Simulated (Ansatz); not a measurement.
Basis-set extrapolation for `CN[SiH](N)F` (PBE0-D4/def2-TZVP geometry, frozen core, the Gaussian-basis code of Ansatz). Multiplicity 1, RHF reference.

```csv
,def2-TZVPP,def2-QZVPP
HF,-539.473778,-539.496012
MP2 correlation,-0.972784,-1.049099
CCSD(T) correlation,-1.044007,not run
```

Energies in hartree. Use E(X) = E(∞) + A·exp(−7.88·√X) for Hartree–Fock and E(X) = E(∞) + B·X^(−2.97) for correlation, with X = 3 and 4, and add CCSD(T) minus MP2 of the smaller set to the MP2 limit.

Question: What is the CCSD(T) energy at the basis-set limit?

Answer: HF limit: -539.496012 + (-0.022234) × 0.13774 = -539.49907. MP2 limit: -1.049099 + (-0.076315) × 0.74074 = -1.10563. Higher-order term: -1.044007 − (-0.972784) = -0.07122. Total: -540.67592 hartree, 415.2 kJ/mol below CCSD(T)/def2-TZVPP.
